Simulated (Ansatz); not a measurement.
Cartesian coordinates (Å):
```xyz
14

C     -2.5279     1.2736    -0.0027
C     -1.8173     2.3129    -0.0058
C     -0.5804     2.7703    -0.0069
C      0.6752     2.8628    -0.0074
C      1.8043     2.1812    -0.0065
C      2.6593     1.2571    -0.0046
C      2.8304    -0.0506    -0.0009
C      2.6407    -1.2952     0.0027
C      1.7251    -2.2445     0.0053
C      0.6337    -2.8721     0.0073
C     -0.6793    -2.7481     0.0074
C     -1.8505    -2.2863     0.0067
C     -2.5720    -1.1823     0.0043
C     -2.9414     0.0213     0.0012
```
Charge 0, spin multiplicity 1.

Calculation: Ansatz (a program for electronic structure) with frozen-core CCSD(T)/def2-SVP // CAM-B3LYP-D3(BJ)/def2-SVP. The restricted HF reference is unstable towards unrestricted orbitals.

| Property | Value |
|---|---|
| HF energy | -529.18108 Ha |
| MP2 correlation energy | -1.75295 Ha |

Task: Estimate the CCSD correlation energy, the (T) correction, the total energy and the T1 diagnostic.

Result: 
```
Quantity                         Value
-----------------------  -------------
CCSD correlation energy    -1.74800 Ha
(T) correction             -0.13069 Ha
CCSD(T) total energy     -531.05977 Ha
T1 diagnostic                    0.045
```
